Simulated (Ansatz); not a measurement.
Cost and result for the atomization energy of AlFH7NSi2 (`F[SiH2][AlH][NH][SiH3]`) (12 atoms, 11 bonds).

```tsv
atom	x (Å)	y (Å)	z (Å)
F1	1.973	-1.445	0.939
Si2	1.467	-1.575	-0.588
Al3	-0.906	-0.911	-0.762
N4	-1.407	0.597	0.044
Si5	-0.430	1.737	0.900
H6	1.698	-2.991	-0.993
H7	2.372	-0.736	-1.426
H8	-2.019	-1.724	-1.548
H9	-2.390	0.835	-0.009
H10	0.982	1.295	0.754
H11	-0.572	3.110	0.341
H12	-0.769	1.809	2.348
```

Total charge 0; spin multiplicity 1. The geometry is a stationary point of PBE0-D4/def2-TZVP. It is one conformer, not always the lowest. Program: Ansatz. All runs use 4 threads of an Arm Neoverse V2 on a shared host. Times are those of one run each, without the atoms' runs, and a repeat can differ threefold. Electronic energies, without spin–orbit coupling; frozen cores. CCSD(T)/CBS adds CCSD(T) − MP2 in def2-TZVPP to the MP2 limit, and its time is that of the two runs behind it. T1 = 0.012. B3LYP takes the VWN-RPA correlation (the form of Gaussian; ORCA's B3LYP/G).

CCSD(T)/CBS is a level of theory with its own doubt, some kJ/mol a heavy atom from the limit and from the frozen cores, so smaller differences don't rank the functionals.

```
                             level  functions  wall time
   PBE-D4/def2-TZVPP (with forces)        286      2.8 s
                PBE0-D4/def2-TZVPP        286      3.6 s
r2SCAN-D4/def2-TZVPP (with forces)        286      5.5 s
 B3LYP-D4/def2-TZVPP (with forces)        286        6 s
                 B2PLYP/def2-TZVPP        286      6.5 s
                ωB97X-V/def2-TZVPP        286      9.5 s
  ωB97M-V/def2-TZVPP (with forces)        286       14 s
                    MP2/def2-QZVPP        534       24 s
                CCSD(T)/def2-TZVPP        286    3.2 min
                 CCSD(T)/CBS(def2)          –    3.6 min
```

**Question.** What atomization energy does each give, and how far from CCSD(T)/CBS? (An estimate is asked.)

**Answer.** Computed: 
| level | atomization (kcal/mol) | difference from CCSD(T)/CBS | per bond |
| --- | --- | --- | --- |
| PBE-D4/def2-TZVPP (with forces) | 904.4 | -9.3 | -0.8 |
| PBE0-D4/def2-TZVPP | 895.5 | -18.2 | -1.7 |
| r2SCAN-D4/def2-TZVPP (with forces) | 907.4 | -6.3 | -0.6 |
| B3LYP-D4/def2-TZVPP (with forces) | 909.3 | -4.4 | -0.4 |
| B2PLYP/def2-TZVPP | 898.0 | -15.7 | -1.4 |
| ωB97X-V/def2-TZVPP | 918.1 | 4.4 | 0.4 |
| ωB97M-V/def2-TZVPP (with forces) | 911.3 | -2.4 | -0.2 |
| MP2/def2-QZVPP | 908.0 | -5.7 | -0.5 |
| CCSD(T)/def2-TZVPP | 886.1 | -27.6 | -2.5 |
| CCSD(T)/CBS(def2) | 913.7 | 0.0 | 0.0 |

In def2-TZVPP, CCSD(T) changes the Hartree–Fock value by +212.1 kcal/mol (the triples alone add +10.1 kcal/mol) and MP2 by +217.3 kcal/mol; breaking electron pairs costs correlation energy, which Hartree–Fock lacks. From PBE to PBE0 (25 % exact exchange), in def2-TZVPP and without D4, the atomization energy moves by −8.1 kcal/mol: exact exchange takes away binding that semilocal exchange gives to molecules. The D4 term adds +10.5 kcal/mol with B3LYP and +5.6 kcal/mol with PBE0; it sums over pairs of atoms, weighted by their polarisabilities, and B3LYP, whose exchange is more repulsive, gets the larger term.
